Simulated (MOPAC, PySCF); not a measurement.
HF$_{2}$Ga, SMILES `[F][GaH][F]`, neutral singlet in the gas phase. 

Z-matrix (Å, degrees):
```
Ga
F 1 1.7404
F 1 1.7404 2 111.96
H 1 1.5365 2 124.02 3 180.00
```
Charge 0, spin multiplicity 1.

All levels are single points at this geometry (PBE0-D3(BJ)/def2-TZVP); Pople sets use spherical d functions. Orbital energies aren't observables, and empty levels follow the basis.

```
level                                     HOMO (eV)  LUMO (eV)  gap (eV)  dipole (D)  vertical IE, Delta-SCF (eV)
----------------------------------------  ---------  ---------  --------  ----------  ---------------------------
PBE0-D3(BJ)/def2-TZVP in PySCF               -10.38      -1.36      9.02        2.53                        12.96
B3LYP/3-21G in PySCF                          -9.12      -1.15      7.96        2.07                            –
B3LYP/6-311+G** (LANL2DZ on Ga) in PySCF     -10.45      -1.81      8.64        3.01                            –
B3LYP/6-31G* in PySCF                         -9.85      -1.51      8.35        2.34                        12.79
B3LYP/LANL2DZ in PySCF                       -10.26      -1.74      8.53        3.02                            –
PBE/6-31G* in PySCF                           -8.35      -1.97      6.38        2.15                        12.25
SVWN5/6-31G* in PySCF                         -8.54      -2.24      6.30        2.27                            –
HF/6-31G* in PySCF                           -14.10       1.35     15.45        2.72                        13.13
HF/STO-3G in PySCF                            -8.01       5.48     13.49        1.13                            –
AM1 in MOPAC                                 -12.11      -2.63      9.48        2.68                            –
PM3 in MOPAC                                 -12.80      -3.18      9.62        2.89                            –
PM6 in MOPAC                                 -13.60      -0.85     12.74        3.19                            –
PM7 in MOPAC                                 -13.27       0.04     13.31        4.06                            –
```
